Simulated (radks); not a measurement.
Problem. The lutetium ion Lu3+, [Xe] 4f14. All-electron calculation, non-relativistic Kohn-Sham, exchange-only LDA, spin-polarised, spherical densities, point nucleus. Program: a radial shooting solver on a logarithmic mesh with Libxc functionals. Every spin shell is full or empty, so the densities are truly spherical. Functionals are evaluated on that one density, not self-consistently. Rank these orbital-free kinetic functionals by their error against the exact value of the orbitals, and give that value: Thomas-Fermi, TF + vW/9, TF + vW/5, APBEK, revAPBEK, Perdew 92, Thakkar, Pearson, LKT, DePristo-Kress, Ernzerhof.

Solution. Exact: 13839.6 hartree. From best to worst, with 100 (|E| - |E exact|)/|E exact| (equal figures are ties): APBEK -0.02, revAPBEK +0.13, DePristo-Kress -0.25, Ernzerhof -0.54, Perdew 92 -0.76, TF + vW/9 -0.77, Thakkar -0.81, Pearson -0.94, TF + vW/5 +2.51, Thomas-Fermi -4.86, LKT +16.60.
